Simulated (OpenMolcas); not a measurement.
Cu2+ (d9) in a complex was computed by SS-CASPT2, IPEA 0.25 Eh, imaginary shift 0.1 Eh with the d shell active (OpenMolcas, ANO-RCC-VTZP on the metal). Its lowest spin-free states, and all those of the highest spin:

```tsv
2S+1	Degeneracy	E (cm-1)
2	1	0
2	2	6280
2	2	8490
```

Is the site octahedral, tetrahedral or cube-like, axial, or of lower symmetry?

The states with 2S+1 = 2 have orbital degeneracies 1, 2, 2. There are pairs but no triples, so the site is axial: not cubic, but with a proper or improper axis of order three or more. The run had Cu2+ with 2 ligands (ammonia) in linear coordination (D3d) at 1.89 Å. Ligand basis ANO-RCC-VDZP.

Roots that are degenerate in the reference are averaged as groups; the widest CASPT2 spread within a group is 41 cm-1 (the 2-fold group of multiplicity 2 near 6280 cm-1 above the lowest state of its run). Shifts and gaps below about the spread of the groups concerned are not significant. A single d shell leaves out the double-shell effect, which counts most for late 3d ions, where the CASPT2 field can be off either way by tens of per cent. Ligand-to-metal charge-transfer states are missing. No measured value stands beside these numbers; the geometry is a model, was not optimised and need not be the one that this ion takes.
